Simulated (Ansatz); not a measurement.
Reaction (redistribution): `N[SiH](N)O` + `[OH][Ti]([OH])([F])[F]` → `N[SiH](O)F` + `[NH2][Ti]([OH])([OH])[F]`

Computed with Ansatz on PBE0-D4/def2-TZVP structures; ΔE is electronic, products minus reactants. CCSD(T)/CBS adds triple-zeta CCSD(T) − MP2 to the extrapolated MP2 energy (def2 sets, frozen cores). This one scheme is used for every species. Functionals use def2-TZVPP. For Ti outer-core shells are correlated without core-valence functions, which leaves a few kJ/mol of doubt a bond. Scalar relativity is left out up to krypton. Each species was taken in one conformer, which may not be the lowest.

```tsv
level	ΔE (eV)
BHLYP-D4	0.09
CAM-B3LYP-D4	0.15
CCSD/def2-SVP	0.23
CCSD(T)/def2-SVP	0.24
```

**Question.** What does CCSD(T)/CBS give? (Best estimate.)

**Answer.** Computed: +0.04 eV. The listed levels differ from it by 0.05, 0.11, 0.19, 0.20 eV.

Largest T1 diagnostic among the species: 0.024, so the coupled-cluster value is less sure than usual.

From r2SCAN to r2SCAN0 (25 % exact exchange), in def2-TZVPP and without D4, ΔE moves by −0.04 eV. Leaving LDA and LC-ωPBE aside and taking each functional with its dispersion term where it has one, the values, not all of them listed here, spread over 0.14 eV, from BHLYP-D4 to revPBE-D4. At CCSD(T), def2-SVP lies +0.19 eV from the extrapolated value and def2-TZVPP +0.05 eV.
